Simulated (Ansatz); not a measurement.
MnMe2 (C2H6Mn). Total charge 0; quartet. Geometry r2SCAN-D4/def2-TZVP; atoms count from 1.

Cartesian coordinates in Å:
```
Mn 0.021 0.147 -0.269
C -0.239 -1.740 -0.987
H -0.048 -2.483 -0.200
H 0.435 -1.980 -1.819
H -1.264 -1.908 -1.343
C 0.241 1.754 0.962
H -0.679 2.349 1.031
H 1.042 2.433 0.643
H 0.489 1.428 1.982
```

The charge 0 quartet is spin-contaminated (final ⟨S²⟩ up to 4.73, 3.75 for a pure state). At PBE0-D4/def2-TZVP a sextet of charge 0 lies 1.94 eV below the quartet, each at its own geometry.

Q: Estimate the Mulliken populations from the PBE0/def2-TZVP orbitals of Ansatz.

A: 
```tsv
atom	charge (e)	spin (α − β)	d electrons
Mn1	0.71	3.14	5.27
C2	-0.75	-0.11	–
H3	0.13	0.01	–
H4	0.13	0.02	–
H5	0.13	0.02	–
C6	-0.75	-0.11	–
H7	0.13	0.02	–
H8	0.13	0.02	–
H9	0.13	0.01	–
```
Mulliken values depend strongly on the basis.

Q: Where does the spin sit?

A: Summed by element: Mn 3.14, C -0.23, H 0.09, of 3 unpaired in all. Largest on single atoms: Mn1 3.14, C6 -0.11, C2 -0.11.

Q: And the Mayer bond orders between heavy atoms (over 0.3)?

A: Mn1–C2 0.81 (2.04 Å); Mn1–C6 0.81 (2.04 Å).
